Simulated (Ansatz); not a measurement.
Reaction (isomerisation): `CB[SiH2]S` → `BS[SiH2]C`

Gas-phase electronic energies from Ansatz, PBE0-D4/def2-TZVP geometries. CCSD(T)/CBS adds triple-zeta CCSD(T) − MP2 to the extrapolated MP2 energy (def2 sets, frozen cores). DFT in def2-TZVPP. HSE06 is defined as in plane-wave codes. One conformer a species, not always the lowest.

```json
{"level": "B97M-V", "ΔE (eV)": "-1.04"}
{"level": "PBE0-D4", "ΔE (eV)": "-1.05"}
{"level": "HSE06-D4", "ΔE (eV)": "-1.05"}
{"level": "BHLYP-D4", "ΔE (eV)": "-1.09"}
{"level": "ωB97X-V", "ΔE (eV)": "-1.06"}
{"level": "RPA@PBE/def2-TZVPP", "ΔE (eV)": "-1.12"}
{"level": "MP2/def2-SVP", "ΔE (eV)": "-1.20"}
{"level": "MP2/CBS(def2)", "ΔE (eV)": "-1.21"}
```

What does CCSD(T)/CBS give? (Estimate.)

Ansatz gave: -1.11 eV. The listed levels differ from it by 0.07, 0.06, 0.06, 0.02, 0.05, -0.01, -0.09, -0.10 eV.

Largest T1 diagnostic among the species: 0.013.

In def2-TZVPP, CCSD(T) changes the Hartree–Fock value by −0.04 eV (the triples alone add −0.03 eV) and MP2 by −0.14 eV. Leaving LDA and LC-ωPBE aside and taking each functional with its dispersion term where it has one, the values, not all of them listed here, spread over 0.09 eV, from B2PLYP to PBE-D4.
